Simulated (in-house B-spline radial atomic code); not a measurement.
Rb⁴⁺. Computed with a B-spline radial atomic code. Model: all-electron spherical atom, spin shells full or empty, radial basis limit, no spin-orbit coupling, Breit or QED, empty-state partial waves extrapolated as (l+1/2)^-4, RPA, G0W0 and static COHSEX of the highest shell as one setting changes (uncorrelated shells keep exact exchange).

Empty levels are discrete states of a finite basis, so the steps are uneven.

Given: element Rb; charge 4; filled core Ar; hamiltonian one-electron scalar X2C; mean-field start Hartree-Fock; highest l of empty states 9; nuclear rms radius 4.2036 fm; lowest nl shells left uncorrelated 6; highest mean-field shell 4p up; box radius 11.96 bohr.

Shell: 3d 5 5, 4s 1 1, 4p 3 0 (electrons up and down).

```csv
highest empty level kept (hartree),RPA correlation energy (hartree),G0W0 level (eV),G0W0 minus most complete (meV),COHSEX level (eV),linearised minus solved G0W0 (meV)
8.33,-0.14631,-69.41,139.9,-70.645,0
16.67,-0.1547,-69.494,55.8,-70.864,0
29.17,-0.15852,-69.532,17.5,-70.965,0
50,-0.15973,-69.544,5.6,-70.996,0
83.33,-0.16011,-69.548,1.9,-71.007,0
150,-0.16024,-69.549,0.6,-71.012,0
250,-0.16027,-69.55,0.3,-71.014,0
500,?,?,?,?,?
1000,-0.1603,-69.55,0,-71.015,0
2083.3,-0.1603,-69.55,0,-71.015,0
5000,?,?,?,?,?
16667,-0.1603,-69.55,0,-71.015,0
```

What follows for highest empty level kept = 5000?

RPA correlation energy -0.1603 hartree; G0W0 level -69.55 eV; G0W0 minus most complete 0 meV; COHSEX level -71.015 eV; linearised minus solved G0W0 0 meV.

What follows for highest empty level kept = 500?

RPA correlation energy -0.16029 hartree; G0W0 level -69.55 eV; G0W0 minus most complete 0.1 meV; COHSEX level -71.014 eV; linearised minus solved G0W0 0 meV.
